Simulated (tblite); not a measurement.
Method: GFN2-xTB as coded in tblite; computed harmonic values from a numerical Hessian at the method's own geometry, unscaled. Against measured fundamentals such values can be off by several per cent, at times by over 20. Modes of hydrogen on phosphorus and silicon can be 10 to 20 % off. One conformer each. Open shells enter through the occupations alone, without spin polarisation, and single modes of such species can be off by tens of per cent. Thermal functions are those of the rigid rotor and harmonic oscillator, without mixing of conformers.

Task: Order these by their ideal-gas entropy at 200 K and 1 bar, highest first (J/(mol K)).
A. `O=CN[SiH2]C([SiH3])[SiH3]`
B. `C=C/C=C\S(=O)(=O)C(F)(F)F`
C. `C=CC[P@](=C)(P)CC`
D. `[CH2]C(=S)C1=CC(=O)CS1` [radical]

Result: B (399.8), A (393.3), C (387.8), D (357.0).

```csv
SMILES,atoms,mass (u),symmetry number,modes under 300 cm⁻¹,ZPE (kJ/mol),S translation (J/(mol K)),S rotation,S vibration,S spin,S,Cp
C=C/C=C\S(=O)(=O)C(F)(F)F,16,186.00,1,9,251.7,165.7,122.5,111.5,0.0,399.8,141.2
O=CN[SiH2]C([SiH3])[SiH3],18,149.01,1,10,304.7,163.0,119.7,110.6,0.0,393.3,143.5
C=CC[P@](=C)(P)CC,22,148.06,1,11,462.6,162.9,118.8,106.1,0.0,387.8,147.1
[CH2]C(=S)C1=CC(=O)CS1,14,156.98,1,5,237.5,163.6,120.9,66.7,5.8,357.0,106.5
```

Entropies and Cp are for 200 K and 1 bar.
